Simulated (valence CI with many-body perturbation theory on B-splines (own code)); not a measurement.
Values are calculated unless marked as measured or tabulated.
## Hyperfine factors and g values of I¹²⁺

Method: configuration interaction combined with many-body perturbation theory (CI+MBPT): five valence electrons over a frozen Dirac-Fock core [Kr], radial functions for each j: 7 s, 7 p, 8 d, 6 f, 4 g, 1 h, with the one-electron correlation potential Σ1, the two-electron term Σ2, the three-electron term Σ3, Breit, model QED; selected CI, second order for the rest, scaled by the run's own slope (own B-spline code, finite nucleus).

No measured spectrum was set against this ion. As an estimate, terms of the open shell hold to 2 to 4 % of their energy, and close levels can change places. Core correlation moves these levels by up to 11000 cm⁻¹, and in measured spectra 5 to 20 % of such shifts remained as error; rates that hang on mixing are uncertain with them. Among the levels kept, up to 390 cm⁻¹ of a level comes from second order outside the variational space, and about a tenth of that is noise between levels of different J, which matters for small intervals. The list stops below the first excitations out of the core. Only levels of the ground parity were solved; by the run's estimate the other parity begins above the list, which can be wrong where configurations are misplaced.

A/g_I is the dipole constant over the nuclear g factor μ/I (μ in nuclear magnetons, uniformly magnetised nucleus), B/Q the quadrupole constant per barn. Both hold the static response of the core; the bare values leave it out. Large factors of s and p1/2 electrons are usually good to 5 to 10 %; those of open d and f shells near neutrality can be off by tens of per cent, and small factors of p3/2, d and f electrons come from cancelling terms and can be off by a factor of two or in sign, in half-filled shells by more. B is blank for J = 1/2, where it vanishes, and for nearly pure S terms. Energies count from the lowest level.

Names give the largest LS component (configuration and term), which can be under half, so a name can repeat, a term be missing and a line seem to break the LS rules; names also repeat where a configuration has a term twice. Letters in brackets count levels of one name in rising energy.

```
         Level  E (eV)      g  A/g_I (MHz)  A/g_I bare  B/Q (MHz/b)  B/Q bare
    4d5 6S_5/2   0.000  1.959         -958        71.8                       
4d5 4G_5/2 [a]   4.316  0.987         2040        1970         2680      2520
    4d5 4G_7/2   5.126  1.057         2050        2060         2020      1900
   4d5 4G_11/2   5.269  1.239         1950        2170        -55.1     -57.7
    4d5 4D_3/2   5.409  1.383         1590        1980         2270      2130
4d5 4G_5/2 [b]   5.425  1.084         1700        1740         1230      1160
    4d5 4G_9/2   5.468  1.170         1890        2030         1470      1390
    4d5 4P_1/2   6.019  1.651         -469         204                       
    4d5 4D_7/2   6.532  1.335         1130        1460          837       787
    4d5 4D_5/2   7.130  1.319         1560        1870         -562      -533
    4d5 4D_1/2   7.361  0.970         3620        3550                       
   4d5 2I_11/2   7.542  0.976         2550        2480          269       252
    4d5 4P_3/2   7.660  1.399         1740        2150        -1140     -1080
   4d5 2I_13/2   8.159  1.076         2430        2470        -3.75      2.02
4d5 2F_7/2 [a]   8.185  1.124         2380        2470        -2990     -2810
4d5 2G_9/2 [a]   8.401  1.175         1860        2010        -99.7      -102
    4d5 4F_3/2   8.448  0.652         4000        3570         -482      -450
4d5 2F_5/2 [a]   8.680  1.063         2060        2080          312       305
    4d5 4F_5/2   9.481  1.086         2080        2130        -2220     -2090
    4d5 2H_9/2   9.741  1.101         2190        2260          626       591
4d5 2G_7/2 [a]   9.962  1.021         2780        2760         -157      -143
4d5 2D_3/2 [a]  10.310  0.685         4060        3660         -310      -284
4d5 2F_5/2 [b]  10.487  0.983         2100        2020          886       827
4d5 2F_7/2 [b]  10.605  1.109         2190        2270        -1680     -1580
4d5 2F_7/2 [c]  11.177  1.150         2180        2310         -627      -597
   4d5 2H_11/2  11.211  1.068         2380        2410         -217      -189
4d5 2G_9/2 [b]  11.418  1.077         2240        2280         52.2      60.6
    4d5 2S_1/2  11.461  1.966        -1300        -269                       
4d5 2D_5/2 [a]  12.344  1.057         2200        2220         -339      -308
4d5 2D_3/2 [b]  12.889  0.815         3080        2830        -1440     -1350
4d5 2D_5/2 [b]  13.722  1.145         1860        1970         -684      -637
4d5 2G_9/2 [c]  14.230  1.110         2130        2210        -2040     -1920
4d5 2G_7/2 [b]  14.611  0.912         3010        2860         2590      2440
    4d5 2P_3/2  16.407  1.263         1850        2100        -2210     -2090
    4d5 2P_1/2  17.095  0.746          490         105                       
4d5 2D_5/2 [c]  18.746  1.197         1570        1740        -1390     -1300
4d5 2D_3/2 [c]  19.145  0.862         4060        3870         3320      3120
```

(1) Take the isotope of mass number 129, with I = 7/2, μ = 2.6165 μN and Q = -0.483 b. What is the hyperfine structure of 4d5 4D_3/2?

## Answers

(1) From the table A = 1190 MHz, B = -1100 MHz. Shifts from the centre of gravity in MHz: F = 2: -8620, F = 3: -4270, F = 4: 808, F = 5: 5970.
